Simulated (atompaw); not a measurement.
# What one change does to a pseudopotential (W, PAW (atompaw))

```
Element                 : W
Generator               : atompaw 4.2.0.5
Type                    : PAW
Functional              : PBE
Relativity              : non-relativistic
Frozen core             : [Xe]
Valence charge          : 20
Reference configuration : 4f14 5d4 6s2 6p0
Partial waves           : 6s (bound): rc 3.00 bohr; 6s channel at 3.55 Ry: rc 3.00 bohr; 6p (bound, empty): rc 3.00 bohr; 6p channel at 0.35 Ry: rc 3.00 bohr; 5d (bound): rc 3.00 bohr; 5d channel at 0.5 Ry: rc 3.00 bohr; 4f (bound): rc 1.30 bohr; 4f channel at -0.75 Ry: rc 1.30 bohr
Local potential         : bessel scheme, radius 2.25 bohr
Core correction         : smooth core density matched at 2.40 bohr
Augmentation charge     : sinc compensation charge, radius 2.95 bohr; PAW radius 3.00 bohr; waves and projectors: custom rrkj gramschmidtortho
```

All-electron outer shells of the reference configuration (PBE, non-relativistic, ld1.x):

| shell | level (eV) | outermost node (bohr) | outermost maximum (bohr) |
| --- | --- | --- | --- |
| 5s | -65.03 | 0.58 | 1.05 |
| 4f | -41.90 | – | 0.42 |
| 5p | -40.76 | 0.59 | 1.13 |
| 5d | -5.80 | 0.63 | 1.47 |
| 6s | -4.75 | 1.41 | 2.95 |
| 6p | -1.49 | 1.59 | 3.84 |

Change: augmentation sinc compensation charge, radius 2.95 bohr; PAW radius 3.00 bohr; waves and projectors: custom polynom2 7 10 vanderbiltortho.

Cutoffs: the cutoffs (Ry, on a coarse ladder) from which the occupation-weighted sum of valence levels, in a spherical-Bessel basis at the reference potential, stays within 10 and 1 mRy of its value at 400 Ry; they do not see the model core or the augmentation charge, which bear on the density cutoff.

What does the change do?

The range in which the f phases agree narrows (upper end 3.7 → 1.2); neither file shows a bound ghost.

```tsv
quantity	base	changed
cutoffs, loose and tight	110 Ry, 180 Ry	not determined
bound ghosts	none	none
s: phases at 3.01 bohr within 0.05 rad from the reference energy up to (Ry; the scan ends near 5)	3.8	3.8
p: phases at 3.01 bohr within 0.05 rad from the reference energy up to (Ry; the scan ends near 5)	1.1	1.6
d: phases at 3.01 bohr within 0.05 rad from the reference energy up to (Ry; the scan ends near 5)	1.8	1.6
f: phases at 3.01 bohr within 0.05 rad from the reference energy up to (Ry; the scan ends near 5)	3.7	1.2
lowest overlap eigenvalue by channel	s 0.68, p 0.60, d 0.14, f 0.99	s 0.82, p 0.86, d 0.92, f 1.00
```

 The cutoffs see the waves, projectors and local potential, not the compensation charge or the core.
